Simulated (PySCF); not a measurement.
**Frontier levels across methods**

Species: C2H6OSSi.
Geometry (PBE0-D3(BJ)/def2-SVP, Å), atoms numbered from 1 in this order:
```xyz
11
C2H6OSSi angstrom
O      0.3313   -1.3579    1.6944
S      0.5370   -1.3272    0.2088
C     -0.9773   -0.4847   -0.4800
Si    -0.2171    1.2198   -0.1444
C      1.4277    0.2764   -0.1284
H     -1.0807   -0.7252   -1.5511
H     -1.8530   -0.8525    0.0719
H     -0.3783    2.2270   -1.2366
H     -0.6038    1.8328    1.1542
H      1.9241    0.2276   -1.1116
H      2.1763    0.4231    0.6622
```

Basis pcSseg-2 throughout (PySCF), one geometry. The structure is a single PBE0-D3(BJ)/def2-SVP conformer in the gas phase; no vibrational or solvent corrections.

Problem. How do the orbital energies, the gap and the dipole change with the method?

Solution. 
| method | kind | HOMO (eV) | LUMO (eV) | gap (eV) | μ (D) | SCF cycles |
| --- | --- | --- | --- | --- | --- | --- |
| BLYP | GGA | -5.31 | -1.43 | 3.88 | 3.61 | 16 |
| OPBE | GGA | -5.38 | -1.42 | 3.96 | 3.43 | 16 |
| B97-D | GGA | -5.41 | -1.44 | 3.97 | 3.60 | 17 |
| PBE | GGA | -5.44 | -1.55 | 3.88 | 3.54 | 16 |
| KT3 | GGA | -5.52 | -1.61 | 3.91 | 3.51 | 17 |
| KT2 | GGA | -5.52 | -1.65 | 3.87 | 3.55 | 16 |
| BP86 | GGA | -5.53 | -1.59 | 3.94 | 3.58 | 16 |
| LDA | LDA | -5.59 | -1.75 | 3.84 | 3.65 | 16 |
| B97-2 | global hybrid | -6.43 | -0.74 | 5.69 | 3.82 | 15 |
| B3LYP | global hybrid | -6.47 | -0.95 | 5.52 | 3.87 | 14 |
| PBE0 | global hybrid | -6.68 | -0.74 | 5.95 | 3.85 | 14 |
| mPW1PW91 | global hybrid | -6.71 | -0.74 | 5.96 | 3.86 | 14 |
| BHandHLYP | global hybrid | -7.85 | 0.07 | 7.92 | 4.19 | 13 |
| CAM-B3LYP | range-separated hybrid | -8.00 | 0.21 | 8.22 | 4.04 | 13 |
| wB97X-D | range-separated hybrid | -8.50 | 0.99 | 9.49 | 3.97 | 14 |
| LC-wPBE | range-separated hybrid | -9.27 | 1.35 | 10.62 | 4.07 | 14 |
| HF | Hartree–Fock | -9.66 | 2.04 | 11.70 | 4.55 | 11 |

The HOMO spans 4.34 eV, from BLYP down to HF, and the gap runs from 3.84 eV (LDA) to 11.70 eV (HF). Over the methods BLYP (0 %), OPBE (0 %), B97-D (0 %), PBE (0 %), KT3 (0 %), KT2 (0 %), BP86 (0 %), LDA (0 %), B97-2 (21 %), B3LYP (20 %), PBE0 (25 %), mPW1PW91 (25 %), BHandHLYP (50 %), HF (100 %), a straight line through the gap against the share of exact exchange rises by 0.79 eV for each 10 % (correlation coefficient 1.000). The dipole ranges from 3.43 D (OPBE) to 4.55 D (HF). This basis has no diffuse functions.
